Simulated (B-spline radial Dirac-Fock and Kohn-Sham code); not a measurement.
**Satellites and hypersatellites of the K lines of Nb⁺**

System: niobium as Nb⁺, configuration [Kr] 4d3 5s1 (not the ground configuration).

Input file task.json (cfg lists n, l and occupation; rrms is the nuclear radius in fm):

```json
{"items": [{
  "Z": 41,
  "q": 1,
  "cfg": [[1, 0, 2], [2, 0, 2], [2, 1, 6], [3, 0, 2], [3, 1, 6], [3, 2, 10], [4, 0, 2], [4, 1, 6], [4, 2, 3], [5, 0, 1]],
  "A": 93,
  "rrms": 4.324,
  "do": ["binding", "quiet", "double"]
}]}
```

Launch: `python xray_run.py task.json out`

Method: multi-electron Dirac-Fock with separately optimised hole states, Breit and Lamb-shift corrections added in first order. Computed with a radial atomic solver. Each two-hole energy is an average over J within one jj subconfiguration, not an observable level; in light atoms, where LS coupling holds, the j-resolved values are not observed lines, and for a K spectator the Kα1 hypersatellite is nearly forbidden. Correlation and solid-state effects are left out.

Lines without a spectator: Kα2 (K-L2) 16519.4 eV, Kα1 (K-L3) 16613.6 eV, Kβ3 (K-M2) 18603.9 eV, Kβ1 (K-M3) 18619.6 eV. Shifts in eV with one spectator hole (a dash: not computed, or left out as unreliable):

| spectator hole | Kα2 | Kα1 | Kβ3 | Kβ1 |
| --- | --- | --- | --- | --- |
| L2 (2p1/2) | +47.2 | +58.7 | – | +127.4 |
| L3 (2p3/2) | +49.3 | +48.4 | +117.3 | – |
| M2 (3p1/2) | – | +5.58 | +13.13 | +16.29 |
| M3 (3p3/2) | +4.45 | – | +14.44 | +13.85 |
| M4 (3d3/2) | +0.18 | -1.76 | – | – |
| M5 (3d5/2) | -2.01 | -0.69 | – | – |

Question: Where does the K-L3 hypersatellite lie, emitted when both K electrons are missing?

Answer: +463.5 eV from the normal line, at 17077.1 eV. Removing both K electrons costs 38627.9 eV, which is 623.8 eV more than twice the K binding energy.

With n spectator holes in 2p, averaged over the 2p shell (energies in eV):

```tsv
n	KαLⁿ	step	hypersatellite KαʰLⁿ
0	16582.2	–	17042.5
1	16633.5	+51.3	17095.2
2	16686.0	+52.5	17149.0
3	16739.6	+53.7	17204.0
4	16794.5	+54.8	17260.2
5	16850.5	+56.0	17317.6
```
